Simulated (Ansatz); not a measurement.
Dissociation curve of GaC (cation, charge +1), lowest triplet found (which spin is the ground state isn't settled by this scan).

Levels: ROCCSD(T) = Ansatz (a program for electronic structure) with CCSD(T) on ROHF/aug-cc-pVDZ, cores with 3d frozen; ROHF/aug-cc-pVDZ (Ansatz); ROCCSDT(Q) = Ansatz with CCSDT(Q)/B on ROHF/aug-cc-pVDZ, cores with 3d frozen.

Energies are in kcal/mol, each relative to the lowest point of its own curve between 2.37 and 3.49 Å, where full CI is lowest.

| R / Å | ROCCSD(T) | ROHF | ROCCSDT(Q) |
|---|---|---|---|
| 2.37 | 3.1 | 6.7 | 2.9 |
| 2.51 | 1.2 | 3.5 | 1.1 |
| 2.68 | 0.1 | 1.3 | 0.1 |
| 2.91 | 0.0 | 0.1 | 0.0 |
| 3.19 | 0.7 | 0.0 | 0.8 |
| 3.49 | 1.7 | 0.5 | 1.8 |
| 3.93 | 3.1 | 1.5 | 3.2 |
| 4.34 | 4.0 | 2.2 | 4.2 |
| 5.00 | 4.9 | 2.9 | 5.1 |
| 5.75 | 5.4 | 3.4 | 5.6 |
| 6.77 | 5.8 | 3.7 | 5.9 |

At the longest distance, 6.77 Å, ROCCSDT(Q) lies highest above its minimum (5.9 kcal/mol) and ROHF lowest (3.7 kcal/mol).

The scan ran from 1.43 to 6.77 Å; beyond the distances shown full CI changes its symmetry label.
